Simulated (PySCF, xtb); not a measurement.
Si(H)3(SH) (H4SSi), SMILES S[SiH3]. Atoms are numbered in the order given.

```xyz
6

Si     0.0046    -1.0301     0.0000
S     -0.0811     1.1079     0.0000
H      0.6945    -1.5523     1.2057
H     -1.4101    -1.4682     0.0000
H      0.6945    -1.5523    -1.2057
H      1.2540     1.2686     0.0000
```
Charge 0, spin multiplicity 1.

The structure is a stationary point at r2SCAN-D4/def2-TZVP.

These are PySCF with IEF-PCM-B3LYP/def2-SVP values and carry that method's errors.

The values are the electrostatic part of the solvation free energy, E(continuum) − E(gas) at the gas-phase geometry, in a cavity of scaled van der Waals radii (PySCF's table); cavitation and dispersion terms are not included. In vacuum the orbital gap is 7.42 eV. The dipole moment in vacuum is 1.10 D.

| solvent | ε | ΔG(elec) (kcal/mol) | dipole (D) | gap (eV) |
|---|---|---|---|---|
| water | 78.36 | -2.0 | 1.48 | 7.62 |
| acetonitrile | 35.69 | -1.9 | 1.47 | 7.62 |
| toluene | 2.37 | -0.9 | 1.26 | 7.52 |

For comparison, GFN2-xTB/ALPB(water) (xtb, at the GFN2-xTB geometry, all terms of that model) gives 0.1 kcal/mol.
